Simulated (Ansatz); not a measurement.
The same hydrolysis along the group B, Al, Ga, In.

Isolated molecules relaxed with PBE0-D4/def2-TZVP in Ansatz; ΔE leaves out vibrations. CCSD(T)/CBS adds triple-zeta CCSD(T) − MP2 to the extrapolated MP2 energy (def2 sets, frozen cores). This one scheme is used for every species. DFT in def2-TZVPP. Elements past krypton have def2 core potentials. For Ga, In outer-core shells are correlated without core-valence functions, which leaves a few kJ/mol of doubt a bond. Scalar relativity is left out up to krypton. Each species was taken in one conformer, which may not be the lowest.

| reaction | PBE-D4 (kcal/mol) | CCSD(T)/CBS(def2) (kcal/mol) |
| --- | --- | --- |
| `FB(F)[SiH3]` + H₂O → `OB(F)F` + SiH₄ | -33.2 | -35.6 |
| `[F][Al]([F])[SiH3]` + H₂O → `[OH][Al]([F])[F]` + SiH₄ | -23.4 | -28.3 |
| `[F][Ga]([F])[SiH3]` + H₂O → `[OH][Ga]([F])[F]` + SiH₄ | 1.2 | -1.9 |
| `[F][In]([F])[SiH3]` + H₂O → `[OH][In]([F])[F]` + SiH₄ | 12.8 | 10.4 |

Largest T1 diagnostic: 0.018, for `[OH][In]([F])[F]`.
